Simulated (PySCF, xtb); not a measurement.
C4H6F2, SMILES F[C@H]1C[C@@H](F)C1.

Harmonic wavenumbers (cm⁻¹) from xtb with GFN2-xTB at its own minimum, in rising order: 84, 337, 407, 418, 426, 605, 816, 862, 949, 985, 1043, 1058, 1070, 1103, 1151, 1166, 1193, 1226, 1229, 1240, 1310, 1313, 1435, 1448, 2953, 2954, 3035, 3035, 3037, 3041.

### Question
What does PySCF with PBE0-D3(BJ)/def2-SVP give at its own minimum? (The exact figures need the calculation; the answer reports its results.)

### Answer
111, 328, 429, 437, 471, 583, 794, 825, 936, 986, 1047, 1079, 1106, 1141, 1200, 1221, 1232, 1260, 1279, 1324, 1406, 1408, 1430, 1483, 3088, 3093, 3097, 3102, 3176, 3179. Paired by order, the mean absolute difference is 51 cm⁻¹ and the zero-point energies are 58.5 and 60.4 kcal/mol.
